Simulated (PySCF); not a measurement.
Isomers of C4H10Si, one GFN2-xTB conformer each. Single-point energies are computed at PBE0/pcSseg-1 (PySCF, gas phase, no added dispersion term), electronic only.

| SMILES | GFN2-xTB relative energy (kJ/mol) |
| --- | --- |
| C=C[C@H](C)[SiH3] | 0.0 |
| C[Si]1(C)CC1 | 103.7 |

Conformers: `[CH2:1]=[CH:2][C@H:3]([CH3:4])[SiH3:5]` with C1–C2–C3–C4 -135°.

**Question.** What does PBE0/pcSseg-1 give for the same structures?

**Answer.** 
```json
{"SMILES": "C[Si]1(C)CC1", "PBE0/pcSseg-1 E (Eh)": "-447.56999", "PBE0/pcSseg-1 (kJ/mol)": "0.0", "GFN2-xTB (kJ/mol)": "103.7", "point group": "C2v"}
{"SMILES": "C=C[C@H](C)[SiH3]", "PBE0/pcSseg-1 E (Eh)": "-447.55013", "PBE0/pcSseg-1 (kJ/mol)": "52.1", "GFN2-xTB (kJ/mol)": "0.0", "point group": "C1"}
```

GFN2-xTB puts C=C[C@H](C)[SiH3] lowest instead. As drawn, the lower has a three-membered ring, which the higher lacks; the higher has a C=C bond outside aromatic rings, which the lower lacks.

**Question.** Which frontier levels, dipoles and rotational constants go with these structures?

**Answer.** 
| SMILES | HOMO (eV, PBE0/pcSseg-1) | LUMO (eV) | dipole (D) | A, B, C (MHz) |
| --- | --- | --- | --- | --- |
| C[Si]1(C)CC1 | -6.40 | 1.21 | 0.96 | 4533, 3480, 2412 |
| C=C[C@H](C)[SiH3] | -7.12 | 0.18 | 0.43 | 4938, 2804, 1981 |
